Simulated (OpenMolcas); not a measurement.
F+: from CASSCF to CASPT2

```json
{
 "Program": "OpenMolcas",
 "Basis": "ANO-RCC-VTZP [4s3p2d1f]",
 "Scalar Hamiltonian": "DKH3, point nucleus",
 "Active space": "4 electrons in 3 orbitals (2p)",
 "State averaging": "2S+1 = 3 even, 3 roots; 2S+1 = 1 even, 6 roots",
 "Spin-orbit coupling": "RASSI with atomic mean-field integrals over the reference wave functions, term energies averaged over their components"
}
```

Methods on the same reference wave functions:
A. CASSCF
B. SS-CASPT2, IPEA 0.25 Eh, imaginary shift 0.1 Eh (closed shells correlated: 1s 2s)

Energies in cm⁻¹ above 2s² 2p⁴ ³P₂, the measured ground level; measured values from NIST Handbook of Basic Atomic Spectroscopic Data.

```json
{"Level": "2s² 2p⁴ ³P₂", "A": "0.0", "B": "0.0", "Measured": "0.0"}
{"Level": "2s² 2p⁴ ³P₁", "A": "323", "B": "323", "Measured": "341"}
{"Level": "2s² 2p⁴ ³P₀", "A": "480", "B": "479", "Measured": "490"}
{"Level": "2s² 2p⁴ ¹D₂", "A": "22727", "B": "21040", "Measured": "20873"}
{"Level": "2s² 2p⁴ ¹S₀", "A": "56364", "B": "47390", "Measured": "44918"}
```

Deviations, from unrounded energies. A percentage is the sum of absolute deviations over the sum of measured energies, with the sign that they share, or ± where signs differ.

```
                        Against measurement  Levels      A     B
             mean absolute deviation (cm-1)       4   3300   670
      fine structure of the ground term (%)       2   -3.4  -3.5
other terms of the ground configuration (%)       2  +20.2  +4.0
```

B lies closest to measurement on these levels. The largest miss of B in the table is 2s² 2p⁴ ¹S₀, by +2500 cm-1. The ranking rests on the paired levels alone, and a cruder setting can come out closer through cancelling errors.

From A to B the spin-free energies of the other terms of 2s² 2p⁴ shown, above ³P, scale by factors of 0.84 to 0.93.

The lowest spin-free term lies below A's lowest term by 0.158 hartree in B.

Term energies are means over components that CASPT2 splits; among the terms shown or strongly mixed into the levels shown the widest spread is 73 cm-1 (2s² 2p⁴ ¹D, B). With the s shell closed, the reference lacks s² → p² mixing. Without dynamic correlation excited terms often stand tens of per cent too high (terms of higher spin than the ground term too low), and those without a measured partner can miss by more than the paired ones (holds for A). Computed and measured levels are paired by configuration, term and J; levels that our copy of the source lacks, or whose pairing is in doubt (as where it misses far off the trend of its configuration), stay unpaired and out of the deviations. Only configurations of the active space appear.
